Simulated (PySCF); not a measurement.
MgFBr, SMILES [F][Mg][Br].

Geometry optimised at PBE0-D3(BJ)/def2-TZVP.

These are PBE0-D3(BJ)/def2-TZVP in PySCF values and carry that method's errors.

Frequencies are harmonic and unscaled.

Modes within 1.5 cm⁻¹ of each other (mostly degenerate sets) share a row, with their intensities summed.

Task: Give all harmonic wavenumbers and intensities. (Estimate from the structure and the level; the computed values follow.)

Result: 
| mode | ν (cm⁻¹) | IR (km/mol) | Raman (Å⁴/amu) | depolarisation | moving atoms (share of kinetic energy) |
|---|---|---|---|---|---|
| 1–2 | 129 | 154.4 | 1.1 | 0.75 | Mg 68 %, F 28 % |
| 3 | 314 | 6.9 | 8.0 | 0.14 | F 40 %, Br 34 %, Mg 25 % |
| 4 | 778 | 144.9 | 0.0 | – | Mg 55 %, F 44 % |
